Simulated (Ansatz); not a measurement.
Isolated molecules relaxed with PBE0-D4/def2-TZVP in Ansatz; ΔE leaves out vibrations. CCSD(T)/CBS adds triple-zeta CCSD(T) − MP2 to the extrapolated MP2 energy (def2 sets, frozen cores). This one scheme is used for every species, atoms too. For atomizations the MP2-based limit and the directly extrapolated one differ by several kJ/mol either way, and by 10 to 25 for some Ge, Se and Sn compounds, so smaller differences from it don't rank the levels. Functionals use def2-TZVPP. No spin–orbit coupling; open shells (•) take unrestricted orbitals. Spin–orbit coupling would lower the free atoms: a little for Al, O, Si; clearly for Br. Bonds to Br are less sure, by a few kJ/mol each and by 10 to 20 or more in all where they break to atoms, as the def2 sets lack core-valence functions. Scalar relativity is left out up to krypton. One conformer a species, not always the lowest.

`[OH][Al]([SiH3])[Br]` → Al• + Br• + 4 H• + O• + Si•  (atomization)

Q: What is ΔE at CCSD(T)/CBS? (Best estimate.)

A: Computed: +604.1 kcal/mol.

Q: What do these levels give: PBE-D4, PBE0-D4, r2SCANh-D4, r2SCAN0-D4, CCSD/def2-SVP, MP2/def2-TZVPP? (Estimate.)

A: Computed: PBE-D4 597.0, PBE0-D4 590.4, r2SCANh-D4 598.0, r2SCAN0-D4 592.5, CCSD/def2-SVP 552.3, MP2/def2-TZVPP 593.5 kcal/mol.

Largest T1 diagnostic among the species: 0.018.

From PBE to PBE0 (25 % exact exchange), in def2-TZVPP and without D4, ΔE moves by −6.0 kcal/mol: exact exchange takes away binding that semilocal exchange gives to molecules. The D4 term adds +6.6 kcal/mol with B3LYP and +3.5 kcal/mol with PBE0; it sums over pairs of atoms, weighted by their polarisabilities, and B3LYP, whose exchange is more repulsive, gets the larger term.

B3LYP here is the variant with VWN-RPA as its local correlation; programs differ in this.
